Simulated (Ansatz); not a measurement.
Input:

```yaml
crystal:
  periodic: [false, false, false]
  atoms:
    - { symbol: "N", position_ang: [-2.621645, -0.843407, 0.306317] }
    - { symbol: C, position_ang: [-1.260301, -0.842948, -0.0134] }
    - { symbol: F, position_ang: [-0.660469, -2.03079, 0.242827] }
    - { symbol: C, position_ang: [-0.518617, 0.146923, -0.526251] }
    - { symbol: C, position_ang: [0.951791, 0.055613, -0.803841] }
    - { symbol: Si, position_ang: [1.983812, 0.770577, 0.624457] }
    - { symbol: H, position_ang: [-2.871852, -0.186794, 1.040998] }
    - { symbol: H, position_ang: [-3.234404, -0.716899, -0.495025] }
    - { symbol: H, position_ang: [-1.026403, 1.097393, -0.711611] }
    - { symbol: H, position_ang: [1.254751, -0.993528, -0.948051] }
    - { symbol: H, position_ang: [1.213338, 0.604323, -1.724633] }
    - { symbol: H, position_ang: [1.731158, -0.002394, 1.874223] }
    - { symbol: H, position_ang: [1.603791, 2.195996, 0.861373] }
    - { symbol: H, position_ang: [3.442051, 0.716732, 0.301516] }
basis:
  gaussian: { orbitals: def2-SVP }
hamiltonian:
  xc: b3lyp
  dispersion: d4
md:
  timestep: 0.5
  n_steps: 200
  ensemble: nve
  temperature: 300.0
  initial_velocities: maxwell_boltzmann
  seed: 8754
```

Run as:

```bash
$ ansatz run input.yaml --threads 2 --pin off --max-ram 3072MiB --backend cpu --events-out ev --progress --plain --runs-dir out
```

Hardware: 2 threads of Intel(R) Xeon(R) Platinum 8488C (Sapphire Rapids), with other jobs on the host.

Question: Roughly how long does this run take, and how much memory?

Answer: 11 min, with a peak of 0.34 GiB, for 201 ionic steps.
